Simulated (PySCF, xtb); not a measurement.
C₂BFN₂O₂, SMILES O=C=NB(F)N=C=O. The values are those of a single conformer.

Harmonic wavenumbers (cm⁻¹) from GFN2-xTB (xtb) at its own minimum, in rising order: 28, 65, 90, 100, 349, 384, 485, 486, 489, 511, 525, 611, 1086, 1255, 1587, 1624, 2492, 2566.

Question: What does PBE0-D3(BJ)/def2-SVP run with PySCF give at its own minimum? (Estimate from the structure and the level; the computed values follow.)

Answer: 17, 22, 87, 111, 399, 416, 600, 600, 612, 628, 631, 647, 1100, 1337, 1646, 1695, 2484, 2548. Paired by order, the mean absolute difference is 56 cm⁻¹ and the zero-point energies are 21.1 and 22.3 kcal/mol.
